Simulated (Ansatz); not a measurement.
`C[NH2+][AlH-]([CH3])[CH3]`, relaxed with RKS PBE-D4/def2-SVP in the Gaussian-basis code of Ansatz from a rough embedded geometry. The force threshold is 0.03 eV/Å; the program also tests the step.

The species carries charge 0 and has multiplicity 1.

Start:

```xyz
17

C    -0.591    1.259    1.363
N     0.251    1.465    0.232
Al    0.463   -0.160   -0.777
C    -1.319   -0.730   -1.425
C     1.343   -1.529    0.305
H    -0.656    2.198    2.003
H    -1.582    0.920    1.123
H    -0.087    0.530    2.080
H     1.235    1.818    0.510
H    -0.187    2.198   -0.373
H     1.384    0.164   -2.093
H    -1.169   -1.474   -2.269
H    -1.930    0.037   -1.652
H    -1.780   -1.356   -0.548
H     2.161   -1.075    0.891
H     0.652   -1.982    0.983
H     1.812   -2.284   -0.354
```

```tsv
step	energy (eV)	largest force (eV/Å)	largest move (Å)
1	-11377.8083	5.243	0.000
2	-11378.5965	1.528	0.194
3	-11378.7328	0.251	0.131
4	-11378.7473	0.104	0.069
5	-11378.7509	0.053	0.063
6	-11378.7517	0.020	0.035
```

End:

```xyz
17

C    -0.584    1.239    1.449
N     0.238    1.415    0.234
Al    0.518   -0.296   -0.941
C    -1.358   -0.745   -1.446
C     1.447   -1.512    0.338
H    -0.701    2.175    2.034
H    -1.584    0.869    1.154
H    -0.115    0.468    2.089
H     1.175    1.767    0.478
H    -0.172    2.135   -0.379
H     1.437    0.409   -2.084
H    -1.369   -1.555   -2.209
H    -1.911    0.107   -1.901
H    -1.968   -1.120   -0.595
H     2.351   -1.060    0.804
H     0.793   -1.870    1.163
H     1.802   -2.426   -0.188
```

Run time 11 s (4 threads of an Arm Neoverse V2 on a shared host); peak host memory 0.19 GiB.
